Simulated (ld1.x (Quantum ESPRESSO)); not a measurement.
# Before and after: ultrasoft potential for P (Z = 15)

- Element: phosphorus (P)
- Generator: ld1.x (Quantum ESPRESSO) 7.5
- Type: ultrasoft
- Functional: PBE
- Relativity: scalar-relativistic
- Frozen core: [Ne]
- Valence charge: 5
- Reference configuration: 3s2 3p3
- Partial waves: 3s (bound): rcut 1.25, rcutus 1.50 bohr; 3s channel at 0.2 Ry: rcut 1.25, rcutus 1.50 bohr; 3p (bound): rcut 1.80, rcutus 2.05 bohr; 3p channel at 1.15 Ry: rcut 1.80, rcutus 2.05 bohr; 3d channel at 0.05 Ry: rcut 1.35, rcutus 1.60 bohr; 3d channel at 2.75 Ry: rcut 1.35, rcutus 1.60 bohr
- Local potential: all-electron potential smoothed inside 1.60 bohr (lloc = -2)
- Core correction: none
- Augmentation charge: PSQ, inside the norm-conserving radii

Change: all radii scaled by about 0.87 (s 1.30, p 1.78, d 1.38 bohr, rcut 1.08/1.56/1.18); local potential all-electron potential smoothed inside 1.38 bohr (lloc = -2).

Cutoffs: the cutoffs (Ry, on a coarse ladder) from which the occupation-weighted sum of valence levels, in a spherical-Bessel basis at the reference potential, stays within 10 and 1 mRy of its value at 400 Ry; they do not see the model core or the augmentation charge, which bear on the density cutoff. Errors are all-electron minus pseudo energies relative to the spin-unpolarised reference configuration.

What does the change do?

The potential gets harder (15 Ry and 21 Ry → 18 Ry and 30 Ry); of the 7 tests that both files solve, the error grows in 3 and shrinks in 3 by more than 15 % and 0.3 meV (median size 33.9 → 16.2 meV); neither file shows a bound ghost. A smaller radius makes the pseudo-wave follow the all-electron one further in, where it bends more sharply, so more plane waves are needed.

| quantity | base | changed |
| --- | --- | --- |
| cutoff, loose | 15 Ry | 18 Ry |
| cutoff, tight | 21 Ry | 30 Ry |
| loose cutoff by channel (10 mRy a level) | s 12 Ry, p 10 Ry | s 18 Ry, p 10 Ry |
| bound ghosts | none | none |
| error for 3s2 3p2, meV [ΔE 9.73 eV] | -0.1 | -1.9 |
| error for 3s2 3p1, meV [ΔE 28.88 eV] | +6.7 | -14 |
| error for 3s2 3p0, meV [ΔE 58.62 eV] | +44 | -64 |
| error for 3s1 3p0, meV [ΔE 110.62 eV] | +111 | +16 |
| error for 3s0 3p5, meV [ΔE 17.20 eV] | +172 | +133 |
| error for 3s2 3p2.5, meV [ΔE 3.77 eV] | -0.2 | -0.4 |
| error for 3s1 3p4, meV [ΔE 8.53 eV] | +34 | +17 |
| lowest overlap eigenvalue by channel | s 0.48, p 0.83, d 0.97 | s 0.59, p 0.79, d 0.97 |
